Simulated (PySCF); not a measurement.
AlH₄N, SMILES [NH2][AlH2]. Atoms are numbered in the order given.

```xyz
6

Al     0.0000     0.0000     0.6505
H      0.0000     1.3942     1.3877
H      0.0000    -1.3942     1.3877
N      0.0000     0.0000    -1.1198
H      0.0000     0.8268    -1.6970
H      0.0000    -0.8268    -1.6970
```
Charge 0, spin multiplicity 1.

Coordinates come from a B3LYP-D3(BJ)/def2-TZVP optimisation.

The numbers are results of B3LYP/pcJ-1 run with PySCF, not measurements.

Isotropic couplings with Fermi-contact, spin-dipole and both spin-orbit terms, one fixed conformer, no vibrational averaging. Isotopes: 14N, 1H.

| pair | bonds apart | J (Hz) |
|---|---|---|
| N4–H5 | 1 | 55.5 |
| N4–H6 | 1 | 55.5 |
| H2–H3 | 2 | … |
| H2–N4 | 2 | … |
| H3–N4 | 2 | … |
| H5–H6 | 2 | -8.2 |
| H2–H5 | 3 | -0.4 |
| H2–H6 | 3 | 9.1 |
| H3–H5 | 3 | 9.0 |
| H3–H6 | 3 | -0.4 |

Task: Fill in the missing entries. (The exact figures need the calculation; the answer reports its results.)

Result: 
- H2–H3, J (Hz): 48.5
- H2–N4, J (Hz): 8.0
- H3–N4, J (Hz): 8.0
